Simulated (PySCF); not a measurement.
## Building multiplets from coupling constants

Bonds (- single, = double, # triple, : aromatic): C1=C2, C2-C3, C3-C4, C4-C5, C5=C6, C6-C7, C5-C2. C1 carries H8, H9; C3 carries H10, H11; C4 carries H12, H13; C6 carries H14; C7 carries H15, H16, H17. Stereochemistry as in C=C1CC/C1=C\C. H9 is cis to C3; H8 is trans to C3.

- geometry: GFN2-xTB
- couplings computed with B3LYP/pcJ-1 (without the spin–dipole term)
- PBE0/pcSseg-1 with gauge-including orbitals
- run in PySCF 2.14.0 with density-fitted response routines
- no relativistic terms, single conformer, one averaged value for each set of equivalent atoms, gas phase

Shifts are taken against calculated references (same method and geometry level): $^{13}$C (σ = 186.93 ppm) and $^{1}$H (σ = 31.72 ppm) vs TMS.

Spectrometer: 600 MHz for $^{1}$H. First-order analysis; couplings under 1 Hz (under 4 Hz in carbon signals) are ignored, and nearly equal couplings are merged; the smaller ones broaden or split the lines further.

Question: What pattern does C2 show in the proton-coupled $^{13}$C spectrum?

Answer: A doublet of triplets of triplets at δ 155.2: 8.7 Hz to H14 (1 × $^{1}$H, 3 bonds away), 6.7 Hz to H10/H11 (2 × $^{1}$H, 2 bonds away), 5.0 Hz to H12/H13 (2 × $^{1}$H, 3 bonds away). Lines in Hz from the centre (relative intensity): +16.1 (1), +11.1 (2), +9.3 (2), +7.3 (1), +6.0 (1), +4.3 (4), +2.6 (1), +2.4 (2), +0.7 (2), -0.7 (2), -2.4 (2), -2.6 (1), -4.3 (4), -6.0 (1), -7.3 (1), -9.3 (2), -11.1 (2), -16.1 (1). The outer lines are 32.1 Hz apart, the sum of the couplings kept, or 0.213 ppm at this field.

Question: What pattern does H15/H16/H17 show ($^{1}$H)?

Answer: A doublet of triplets of quintets at δ 1.80: 8.1 Hz to H14 (1 × $^{1}$H, 3 bonds away), 2.8 Hz to H12/H13 (2 × $^{1}$H, 5 bonds away), 1.2 Hz to H9 and H8 and H10/H11 (4 × $^{1}$H, 6 bonds away).

Question: What pattern does C7 show in the proton-coupled $^{13}$C spectrum?

Answer: A quartet of doublets at δ 17.1: 132.8 Hz to H15/H16/H17 (3 × $^{1}$H, 1 bond away), 4.2 Hz to H14 (1 × $^{1}$H, 2 bonds away). Lines in Hz from the centre (relative intensity): +201.3 (1), +197.1 (1), +68.5 (3), +64.3 (3), -64.3 (3), -68.5 (3), -197.1 (1), -201.3 (1). The outer lines are 402.6 Hz apart, the sum of the couplings kept, or 2.669 ppm at this field.

Unscaled 3J(H,H) at this level run about 10 % above measured values.
